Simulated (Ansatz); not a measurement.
Gas-phase electronic energies from Ansatz, PBE0-D4/def2-TZVP geometries. CBS: MP2 limit from def2 TZ/QZ plus the TZ coupled-cluster correction, frozen cores. This one scheme is used for every species. DFT in def2-TZVPP. One conformer a species, not always the lowest.

`CB[SiH2]CC` + `[SiH3]N[SiH3]` → `CBN([SiH3])[SiH3]` + `CC[SiH3]`  (cleavage of the B–Si bond)

Task: Is it downhill or uphill in electronic energy at CCSD(T)/CBS, and by how much? (Best estimate.)

Result: Ansatz gave: Downhill: ΔE = -34.1 kcal/mol.

Task: What do these levels give: PBE-D4, ωB97M-V, PBE0, MP2/def2-TZVPP, HF/def2-QZVPP, SCS-MP2/def2-QZVPP? (Estimate.)

Result: Computed: PBE-D4 -32.5, ωB97M-V -34.7, PBE0 -32.3, MP2/def2-TZVPP -36.2, HF/def2-QZVPP -33.6, SCS-MP2/def2-QZVPP -35.3 kcal/mol.

Largest T1 diagnostic among the species: 0.012.

In def2-TZVPP, CCSD(T) changes the Hartree–Fock value by −1.2 kcal/mol (the triples alone add −0.5 kcal/mol) and MP2 by −2.7 kcal/mol. The D4 term adds −1.1 kcal/mol with B3LYP and −0.5 kcal/mol with PBE0; it sums over pairs of atoms, weighted by their polarisabilities, and B3LYP, whose exchange is more repulsive, gets the larger term.

B3LYP here is the variant with VWN-RPA as its local correlation; programs differ in this.
